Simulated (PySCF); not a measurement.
**`C=CC(=C)[C@H](C)CF`, C$_{7}$H$_{11}$F**

Molfile (atoms numbered from 1):
```
C7H11F
     RDKit          3D

 19 18  0  0  0  0  0  0  0  0999 V2000
    2.2017    0.7324   -1.0628 C   0  0  0  0  0  0  0  0  0  0  0  0
    1.6882   -0.4569   -0.7704 C   0  0  0  0  0  0  0  0  0  0  0  0
    0.4613   -0.7367   -0.0305 C   0  0  0  0  0  0  0  0  0  0  0  0
    0.1144   -2.0053    0.1856 C   0  0  0  0  0  0  0  0  0  0  0  0
   -0.3763    0.4333    0.4351 C   0  0  2  0  0  0  0  0  0  0  0  0
   -1.3089    0.1192    1.6027 C   0  0  0  0  0  0  0  0  0  0  0  0
   -1.1856    0.9536   -0.7570 C   0  0  0  0  0  0  0  0  0  0  0  0
   -1.7530    2.1708   -0.4620 F   0  0  0  0  0  0  0  0  0  0  0  0
    3.1209    0.8171   -1.6171 H   0  0  0  0  0  0  0  0  0  0  0  0
    1.7464    1.6635   -0.7724 H   0  0  0  0  0  0  0  0  0  0  0  0
    2.2158   -1.3440   -1.0987 H   0  0  0  0  0  0  0  0  0  0  0  0
    0.7266   -2.8164   -0.1720 H   0  0  0  0  0  0  0  0  0  0  0  0
   -0.7720   -2.2888    0.7225 H   0  0  0  0  0  0  0  0  0  0  0  0
    0.2976    1.2353    0.7530 H   0  0  0  0  0  0  0  0  0  0  0  0
   -0.7449   -0.2764    2.4438 H   0  0  0  0  0  0  0  0  0  0  0  0
   -2.0703   -0.6020    1.3164 H   0  0  0  0  0  0  0  0  0  0  0  0
   -1.8103    1.0317    1.9172 H   0  0  0  0  0  0  0  0  0  0  0  0
   -0.5546    1.1061   -1.6380 H   0  0  0  0  0  0  0  0  0  0  0  0
   -2.0069    0.2728   -1.0028 H   0  0  0  0  0  0  0  0  0  0  0  0
  1  2  2  0
  2  3  1  0
  3  4  2  0
  3  5  1  0
  5  6  1  0
  5  7  1  0
  7  8  1  0
  1  9  1  0
  1 10  1  0
  2 11  1  0
  4 12  1  0
  4 13  1  0
  5 14  1  1
  6 15  1  0
  6 16  1  0
  6 17  1  0
  7 18  1  0
  7 19  1  0
M  END
```

Computed with PySCF 2.14.0, GIAO PBE0/pcSseg-1 magnetisability, rotational g tensor and spin-rotation constants, non-relativistic, gas phase. Geometry: GFN2-xTB.

What are the magnetisability and the molar susceptibility?

Isotropic -1230 × 10⁻³⁰ J/T², or -74.1 × 10⁻⁶ cm³/mol; principal values -1432, -1153, -1105 × 10⁻³⁰ J/T², anisotropy 306 × 10⁻³⁰ J/T² (root of half the summed squared differences of the principal values). The susceptibility is in cgs units.

Split it along the inertial axes a, b, c into diamagnetic and paramagnetic parts about the centre of mass, with the quadrupole moment.


```csv
axis,χ (10⁻⁶ cm³/mol),diamagnetic (10⁻⁶ cm³/mol),paramagnetic (10⁻⁶ cm³/mol),summed x² of all electrons (Å²),quadrupole Θ (D Å)
a,-69.3,-600.5,531.2,169.2,-3.84
b,-69.8,-859.1,789.2,108.3,+3.82
c,-83.1,-1177.3,1094.3,33.3,+0.02
```
Anisotropies 2χaa − χbb − χcc = +14.4 and 2χbb − χaa − χcc = +12.7 × 10⁻⁶ cm³/mol. Θ is traceless in Buckingham's convention.

And the rotational g tensor?


| axis | rotational constant (GHz) | g | nuclear part | electronic part |
| --- | --- | --- | --- | --- |
| a | 2.5478 | -0.0206 | 0.6153 | -0.6359 |
| b | 1.5536 | -0.0154 | 0.5606 | -0.5760 |
| c | 1.1107 | -0.0030 | 0.5680 | -0.5710 |

Asymmetric top; isotopes 12C, 19F, 1H; no vibrational averaging.
